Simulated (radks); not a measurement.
Values are calculated unless marked as measured or tabulated.
Effect of the nuclear size on the erbium ion Er3+, [Xe] 4f11. Code: a radial shooting solver on a logarithmic mesh with Libxc functionals. Model: Dirac Kohn-Sham, BLYP, spin-unpolarised, spherical densities, finite nucleus; open shells are shared between the two j in proportion to 2j + 1; Fermi nuclear charge, rms radius 5.2516 fm. The rms radius is varied about that value; shifts are against it.

[
 {"rms radius (fm)": "4.4429", "total energy shift (eV)": "-9.18", "density at nucleus (e/bohr^3)": "9.165e+05", "1s1/2 shift (meV)": "-3760", "2s1/2 shift (meV)": "-502", "4p1/2 shift (meV)": "0.193", "5s1/2 shift (meV)": "-4.26", "5p1/2 shift (meV)": "0.128", "4f7/2 shift (meV)": "0.529", "6s1/2 (empty) shift (meV)": "-0.710"},
 {"rms radius (fm)": "4.8577", "total energy shift (eV)": "-4.61", "density at nucleus (e/bohr^3)": "8.93e+05", "1s1/2 shift (meV)": "-1890", "2s1/2 shift (meV)": "-252", "4p1/2 shift (meV)": "0.097", "5s1/2 shift (meV)": "-2.14", "5p1/2 shift (meV)": "0.064", "4f7/2 shift (meV)": "0.266", "6s1/2 (empty) shift (meV)": "-0.356"},
 {"rms radius (fm)": "5.2516", "total energy shift (eV)": "0", "density at nucleus (e/bohr^3)": "8.731e+05", "1s1/2 shift (meV)": "0.000", "2s1/2 shift (meV)": "0.000", "4p1/2 shift (meV)": "0.000", "5s1/2 shift (meV)": "0.000", "5p1/2 shift (meV)": "0.000", "4f7/2 shift (meV)": "0.000", "6s1/2 (empty) shift (meV)": "0.000"},
 {"rms radius (fm)": "5.7242", "total energy shift (eV)": "5.86", "density at nucleus (e/bohr^3)": "8.516e+05", "1s1/2 shift (meV)": "2400", "2s1/2 shift (meV)": "321", "4p1/2 shift (meV)": "-0.122", "5s1/2 shift (meV)": "2.72", "5p1/2 shift (meV)": "-0.082", "4f7/2 shift (meV)": "-0.338", "6s1/2 (empty) shift (meV)": "0.453"},
 {"rms radius (fm)": "6.4647", "total energy shift (eV)": "15.8", "density at nucleus (e/bohr^3)": "8.22e+05", "1s1/2 shift (meV)": "6460", "2s1/2 shift (meV)": "862", "4p1/2 shift (meV)": "-0.324", "5s1/2 shift (meV)": "7.31", "5p1/2 shift (meV)": "-0.219", "4f7/2 shift (meV)": "-0.909", "6s1/2 (empty) shift (meV)": "1.22"}
]

Slopes of the eigenvalues against <r^2> in GHz/fm^2, as finite differences over the two radii next to the reference (eigenvalue slopes, not the field-shift constants of lines): 1s1/2 113000, 2s1/2 15100, 4p1/2 -5.75, 5s1/2 128, 5p1/2 -3.85, 4f7/2 -15.9, 6s1/2 (empty) 21.4.
